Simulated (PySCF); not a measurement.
C3H7BFN, SMILES C=C(F)B(C)N.

The structure is a stationary point at ωB97X-D3(BJ)/def2-SVP. This is a generated structure with no PubChem entry under its InChIKey; it may be hypothetical. The values are those of a single conformer.

Vertical ionisation energy (IE) and electron affinity (EA) in eV. Rows of orbital energies are one-electron estimates. Where ΔSCF, EOM or ADC give a negative EA the extra electron is unbound and the value depends on the basis.

| level | IE | EA |
|---|---|---|
| −ε(HOMO), −ε(LUMO), M06-2X/def2-TZVP (PySCF) | [?] | [?] |
| −ε(HOMO), −ε(LUMO), PBE/def2-TZVP (PySCF) | 6.06 | 1.54 |

Question: What belongs in the gaps? (The exact figures need the calculation; the answer reports its results.)

Answer: 
- −ε(HOMO), −ε(LUMO), M06-2X/def2-TZVP (PySCF), IE: 8.57
- −ε(HOMO), −ε(LUMO), M06-2X/def2-TZVP (PySCF), EA: -0.30
